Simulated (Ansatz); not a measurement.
Mulliken charges of `[OH][Cd][OH]` from B3LYP/def2-TZVPP in Ansatz (PBE0-D4/def2-TZVP geometry).

```csv
atom,x (Å),y (Å),z (Å),charge (e)
O1,-1.837,0.259,-0.673,-0.601
Cd2,0.040,0.018,-0.172,0.837
O3,1.957,-0.205,0.156,-0.601
H4,-2.417,-0.365,-0.230,0.182
H5,2.257,0.294,0.919,0.182
```

Q: By hand: the dipole of these point charges (1 e Å = 4.8032 D).

A: Σ q r = (-0.068, -0.030, 0.292) e Å, of length 0.301 e Å = 1.45 D.

Q: How does the dipole of the full density compare? (Estimate.)

A: The calculation gave: (-0.090, -0.040, 0.390) e Å, 1.93 D; the point charges give 0.75 times that, at 0° from its direction.

Point charges leave out the atoms' own dipoles, such as those of lone pairs, and Mulliken's split depends on the basis, so the two needn't agree.

B3LYP here is the variant with VWN-RPA as its local correlation; programs differ in this.
